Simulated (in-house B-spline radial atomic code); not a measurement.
Values are calculated unless marked as measured or tabulated.
# Stopping and range of 2 keV Sb in Ge

The pair potential comes from two frozen, spherical free-atom densities (PBE, B-spline radial code, scalar-relativistic past argon): electrostatics plus the change in Thomas-Fermi kinetic and Dirac exchange energy where they overlap, the recipe behind the universal ZBL potential, which averages such potentials (from solid-state densities) over many pairs. It is written V = (Z1 Z2 e²/r) φ(r/a), with e² = 14.3996 eV·Å and a = 0.46850 Å/(Z1^0.23 + Z2^0.23); ZBL's fit is φ = 0.18175 e^(−3.1998x) + 0.50986 e^(−0.94229x) + 0.28022 e^(−0.4029x) + 0.02817 e^(−0.20162x). Where φ falls below 4e-4 it is continued as an exponential.

The target is taken as amorphous, with density 5.3234 g/cm³ (NSM archive of the Ioffe Institute); channelling is ignored. Masses: Sb 121.76, Ge 72.63 u. Nuclear stopping is S_n = 4π a Z1 Z2 e² M1/(M1 + M2) × s_n(ε), with s_n integrated over impact parameters for each pair. Electronic stopping is Lindhard and Scharff's S_e = Z1^(1/6) 8π e² a0 Z1 Z2/(Z1^(2/3) + Z2^(2/3))^(3/2) × v/v0, with a0 = 0.529177 Å and v = v0 at 24.801 keV/u; it misses the oscillations with Z1 seen in experiment, which reach tens of per cent. Compounds add by atom fraction.

```json
{"target atom": "Ge", "a (Å)": "0.09991", "ε at this energy": "0.003177", "s_n, this pair": "0.1", "s_n, ZBL potential": "0.09988"}
```

(1) What are the atom density and the stopping powers at entry?

Along the track:

```json
{"E (keV)": "0.1", "N S_n (eV/nm)": "161", "N S_e (eV/nm)": "13.1"}
{"E (keV)": "0.3", "N S_n (eV/nm)": "303", "N S_e (eV/nm)": "22.8"}
{"E (keV)": "0.6", "N S_n (eV/nm)": "441", "N S_e (eV/nm)": "32.2"}
{"E (keV)": "1", "N S_n (eV/nm)": "578", "N S_e (eV/nm)": "41.6"}
{"E (keV)": "1.5", "N S_n (eV/nm)": "710", "N S_e (eV/nm)": "50.9"}
{"E (keV)": "2", "N S_n (eV/nm)": "816", "N S_e (eV/nm)": "58.8"}
```

(2) Estimate the path length and the projected range.

## Answers

(1) N = 5.3234 × 0.602214/72.63 = 0.04414 atoms/Å³. For Ge: S_n = 18480 × 0.1 = 1849 eV·Å², S_e = 2.9770 × √2000 = 133.1 eV·Å². Averaged over the target's atoms and times N × 10 Å/nm, the ion loses N S_n = 816 eV/nm to recoils and N S_e = 58.8 eV/nm to electrons; the nuclear share is 93 %.

(2) With continuous slowing down the path is the integral of dE/(N (S_n + S_e)). Trapezoids over the table give 3.75 nm, and the stretch below the first row, with stopping taken as √E, adds 2E/(N S) = 1.2 nm: 4.9 nm in all, against 4.65 nm on a fine grid from 5 eV, a cut that itself drops some per cent of so short a path. Deflections shorten the depth: to first order in the energy passed on, N (S_n + S_e) dR_p/dE = 1 − N S_n (M2/M1) R_p/(2E), summed over the target's atoms, and integrating this on the fine grid gives R_p = 3.02 nm, 0.65 of the path. Lindhard's rule of thumb R/(1 + M2/3M1), with mean M2/M1 = 0.60, gives 3.88 nm. On the ZBL potential the same equation gives 3.03 nm, and the full integral equation, which keeps hard collisions, 3.02 nm.
